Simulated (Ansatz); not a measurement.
PBE exchange is replaced step by step with exact exchange (0 % is PBE, 25 % PBE0; no dispersion term), basis def2-TZVP, Ansatz. System: Nb₂S⁺ (the lowest doublet isomer of a short search). Total charge 1; doublet. Geometry: r2SCAN-D4/def2-TZVP, each spin state at its own.

Left out: 50 %, where a state is spin-contaminated, unstable or flagged.

Geometry of the doublet:

```tsv
atom	x (Å)	y (Å)	z (Å)
Nb1	-1.107	0.595	0.282
Nb2	0.699	-0.407	1.002
S3	0.408	-0.188	-1.284
```

In the def2 sets Nb takes a core potential; there is no spin–orbit coupling. The structure comes from a short search, and lower isomers may exist.

HOMO and LUMO are taken over both spins.

```json
{"exact exchange (%)": "0", "HOMO (eV)": "-9.75", "LUMO (eV)": "-9.14", "gap (eV)": "0.61", "⟨S²⟩": "0.753", "quartet − doublet (kJ/mol)": "91.6"}
{"exact exchange (%)": "5", "HOMO (eV)": "-9.92", "LUMO (eV)": "-8.92", "gap (eV)": "1.00", "⟨S²⟩": "0.753", "quartet − doublet (kJ/mol)": "89.0"}
{"exact exchange (%)": "10", "HOMO (eV)": "-10.08", "LUMO (eV)": "-8.70", "gap (eV)": "1.38", "⟨S²⟩": "0.754", "quartet − doublet (kJ/mol)": "86.3"}
{"exact exchange (%)": "15", "HOMO (eV)": "-10.25", "LUMO (eV)": "-8.48", "gap (eV)": "1.77", "⟨S²⟩": "0.755", "quartet − doublet (kJ/mol)": "83.3"}
{"exact exchange (%)": "35", "HOMO (eV)": "-10.91", "LUMO (eV)": "-7.60", "gap (eV)": "3.30", "⟨S²⟩": "0.758", "quartet − doublet (kJ/mol)": "68.3"}
```

(1) Fit a straight line to the column «quartet − doublet (kJ/mol)» against the share of exact exchange and predict its value at 25 %.

Answers

(1) With x = exact exchange (%) and y = quartet − doublet (kJ/mol): mean x = 13, mean y = 83.7; Σ(x − x̄)(y − ȳ) = -492.5, Σ(x − x̄)² = 730; slope b = -0.6747, intercept a = ȳ − b·x̄ = 92.47. The residuals of the fitted rows reach 1.0. At x = 25 the line gives 92.47 + (-0.6747 × 25) = 75.6; the run gave 76.6, 1.0 more than the line.
